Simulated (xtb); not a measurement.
sesquifulvalene (C₁₂H₁₀), SMILES C1=CC=CC(=C2C=CC=C2)C=C1. All values are semi-empirical tight-binding results from xtb (GFN2-xTB unless named), good for trends rather than for accurate numbers. Coordinates come from a GFN2-xTB optimisation.

Optimised geometry:

Bond lengths (Å): C1–C2 1.351, C1–C12 1.428, C1–H13 1.083, C2–C3 1.428, C2–H14 1.083, C3–C4 1.351, C3–H15 1.084, C4–C5 1.443, C4–H16 1.082, C5–C6 1.380, C5–C11 1.443, C6–C7 1.451, C6–C10 1.451, C7–C8 1.352, C7–H17 1.074, C8–C9 1.442, C8–H18 1.075, C9–C10 1.352, C9–H19 1.075, C10–H20 1.074, C11–C12 1.351, C11–H21 1.082, C12–H22 1.084. Angles (°): C2–C1–C12 127.3, C2–C1–H13 117.6, C12–C1–H13 115.1, C1–C2–C3 127.3, C1–C2–H14 117.6, C3–C2–H14 115.1, C2–C3–C4 129.3, C2–C3–H15 114.2, C4–C3–H15 116.4, C3–C4–C5 130.4, C3–C4–H16 115.7, C5–C4–H16 113.8, C4–C5–C6 119.6, C4–C5–C11 120.7, C6–C5–C11 119.6, C5–C6–C7 127.3, C5–C6–C10 127.3, C7–C6–C10 105.4, C6–C7–C8 108.6, C6–C7–H17 125.8, C8–C7–H17 125.6, C7–C8–C9 108.7, C7–C8–H18 126.8, C9–C8–H18 124.5, C8–C9–C10 108.7, C8–C9–H19 124.5, C10–C9–H19 126.8, C6–C10–C9 108.6, C6–C10–H20 125.8, C9–C10–H20 125.6, C5–C11–C12 130.4, C5–C11–H21 113.8, C12–C11–H21 115.7, C1–C12–C11 129.3, C1–C12–H22 114.2, C11–C12–H22 116.4.
Charge 0, spin multiplicity 1.

Estimate the properties. (The exact figures need the calculation; the answer reports its results.)


```json
{
  "point_group_as_xtb_finds_it": "Cs",
  "orbital_gap": "1.60 eV",
  "dipole_moment": "3.62 D",
  "zero_point_energy": "109.1 kcal/mol",
  "G − E(el) at 298.15 K (modified RRHO)": "86.9 kcal/mol",
  "static polarisability (D4 model)": "130.4 bohr³",
  "solvation energy, GFN2-xTB/ALPB(water)": "-2.9 kcal/mol",
  "solvation energy, GFN2-xTB/ALPB(chcl3)": "-9.5 kcal/mol"
}
```

Give the IR lines (harmonic; lines under 4 % of the strongest left out, lines within 3 cm⁻¹ merged). (The exact figures need the calculation; the answer reports its results.)

ν (cm⁻¹): 506 (w), 743 (w), 781 (w), 841 (w), 1079 (m), 1283 (w), 1345 (w), 1395 (w), 1495 (vs), 1552 (m), 1571 (w), 3042 (w), 3052 (w), 3065 (m), 3076 (w), 3124 (w), 3136 (m), 3141 (w) (against the strongest line: vs over 80 %, s over 45 %, m over 15 %, w over 4 %, vw less)

Computed atomic charges and the Wiberg bond orders between heavy atoms:
charges (e) C1 -0.02, C2 -0.02, C3 -0.02, C4 -0.02, C5 0.03, C6 -0.01, C7 -0.06, C8 -0.04, C9 -0.04, C10 -0.06, C11 -0.02, C12 -0.02, H13 0.04, H14 0.04, H15 0.04, H16 0.06, H17 0.01, H18 0.01, H19 0.01, H20 0.01, H21 0.06, H22 0.04. Bond orders C1–C2 1.65, C2–C3 1.19, C3–C4 1.67, C4–C5 1.15, C5–C6 1.47, C6–C7 1.13, C7–C8 1.70, C8–C9 1.15, C6–C10 1.13, C9–C10 1.70, C5–C11 1.15, C1–C12 1.19, C11–C12 1.67.
